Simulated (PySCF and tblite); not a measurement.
The numbers below are computed, except where a source is named.
System: C₂H₃FO₃Si, numbered as in [O:1]=[C:2]1[O:3][CH2:4][Si@@H:5]([F:6])[O:7]1.

Geometries: PBE0-D3(BJ)/def2-SVP; energies: PBE0/pcSseg-1 + D3(BJ); zero-point and thermal terms from GFN2-xTB harmonic modes (soft modes blended into free rotors). Rates follow Eyring's equation with the number of equivalent paths and no tunnelling. Run with tblite and PySCF.

(1) Estimate the barrier and the room-temperature rate of the shift of Si5 from O7 to O1.

Answers

(1) The electronic barrier is 70.8 kcal/mol and ΔG‡(298 K) 70.3 kcal/mol, over a C1 saddle with an imaginary mode of 400i cm⁻¹ (GFN2-xTB). With 2 equivalent paths, k is 3.8×10⁻³⁹ s⁻¹, a mean lifetime of the start of 8.2×10³⁰ years against this motion.
